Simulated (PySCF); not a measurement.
## Neon: a sound run and one with changed settings

Sound run: Ne⁺ [He] 2s2 2p5, Ne²⁺ [He] 2s2 2p4. Computed with PySCF 2.14 in x2c-SVPall (3s2p1d, 14 functions), with the spin-free X2C one-electron Hamiltonian (Gaussian nucleus). In the sound run the correlated levels freeze 1s2. The sound run starts from symmetry-adapted Hartree-Fock orbitals and uses a fine grid where one is needed.

A second run was set up differently.

```
species   method  sound run (hartree)  changed run (hartree)  converged
    Ne⁺      UHF           -127.78475             -127.78475        yes
    Ne⁺    B3LYP           -128.15317             -128.15317        yes
    Ne⁺      LDA           -127.38452             -127.38452        yes
    Ne⁺      MP2           -127.91498             -127.82079        yes
    Ne⁺  CCSD(T)           -127.92667             -127.92667        yes
   Ne²⁺      UHF           -126.33219             -126.33219        yes
   Ne²⁺    B3LYP           -126.62769             -126.62769        yes
   Ne²⁺      LDA           -125.85349             -125.85349         no
   Ne²⁺      MP2           -126.42149             -126.35787        yes
   Ne²⁺  CCSD(T)           -126.43492             -126.43492        yes
```

Ionisation energy of Ne⁺:

```tsv
method	sound run (eV)	changed run (eV)
UHF	39.526	39.526
B3LYP	41.510	41.510
MP2	40.640	39.808
SCS-MP2	40.586	39.797
CCSD	40.582	40.582
CCSD(T)	40.593	40.593
```

**Question.** What was changed?
A. level shift left on
B. minimal basis
C. all electrons correlated in a valence basis
D. radial grid too coarse

**Answer.** A. It used initial guess sap, at most 50 SCF cycles, level shift 10.0 hartree. A level shift leaves the converged SCF energy unchanged but raises the virtual orbital energies, which shrinks MP2 if it is not removed.
